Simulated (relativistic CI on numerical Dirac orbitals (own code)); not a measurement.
## Sensitivity of the levels of Lu³⁶⁺ to α and to the nuclear radius

Computed by Dirac-Coulomb-Breit CI, separate exchange-only KLI orbitals for each configuration, derivatives by finite differences, unscaled Slater integrals, QED left out (own radial code, finite nucleus).

Configurations in the expansion (outside the closed core [Ar] 3d10): 4s2 4p5, 4s 4p6, 4s2 4p4 4d, 4s 4p5 4d, 4s2 4p4 4f, 4s 4p5 4f. Double excitations out of closed p, d and f shells are left out; levels of such configurations are missing from the list, as are those of other unlisted configurations, and high levels can miss mixing partners.

With x = (α/α₀)² − 1 an excitation energy changes as ω = ω₀ + qx; K = 2q/ω₀ is the relative enhancement. Terms are leading LS components, so labels can repeat. The field-shift factor is F = δν/δ⟨r²⟩ for the transition from the lowest level.

Lowest level 4s2 4p5 2P°_3/2.

```tsv
Level	ω₀ (cm⁻¹)	q (cm⁻¹)	K	F (GHz/fm²)
4s2 4p5 2P°_1/2	596523	711200	2.38	-83.1
4s2 4p4 4d 4D_3/2	1133001	42610	0.0752	11
4s2 4p4 4d 4P_1/2	1147047	91550	0.16	-83
4s2 4p4 4d 4D_5/2	1147996	54260	0.0945	10.6
4s2 4p4 4d 4F_7/2	1169356	45930	0.0786	10.3
4s2 4p4 4d 2D_3/2	1234083	52810	0.0856	11
4s2 4p4 4d 2P_1/2	1252429	342400	0.547	-367
4s2 4p4 4d 2F_7/2	1263729	168200	0.266	12.8
4s2 4p4 4d 4F_9/2	1270783	167700	0.264	12.7
4s2 4p4 4d 2D_5/2	1375720	174500	0.254	14.1
4s2 4p4 4d 2D_3/2	1412281	200400	0.284	9.61
4s2 4p4 4d 2D_5/2	1434582	215000	0.3	6.08
4s 4p6 2S_1/2	1461595	613600	0.84	-809
4s2 4p4 4d 4D_1/2	1689254	751900	0.89	-73.6
4s2 4p4 4d 4D_3/2	1726904	755200	0.875	-70.6
4s2 4p4 4d 4F_5/2	1761825	745300	0.846	-70.4
4s2 4p4 4d 2G_7/2	1768259	750100	0.848	-71.7
4s2 4p4 4d 4D_7/2	1839277	876700	0.953	-68.3
4s2 4p4 4d 2P_3/2	1872784	875800	0.935	-67
4s2 4p4 4d 2G_9/2	1887900	879400	0.932	-69.2
4s2 4p4 4d 2F_5/2	1888931	879300	0.931	-67.9
4s2 4p4 4d 2D_5/2	1913114	852300	0.891	-65.3
4s2 4p4 4d 2P_3/2	1921386	740000	0.77	-64.5
```

At this charge energies of transitions that change n are usually good to better than 1 %, and those within a shell (Δn = 0) to a few per cent.
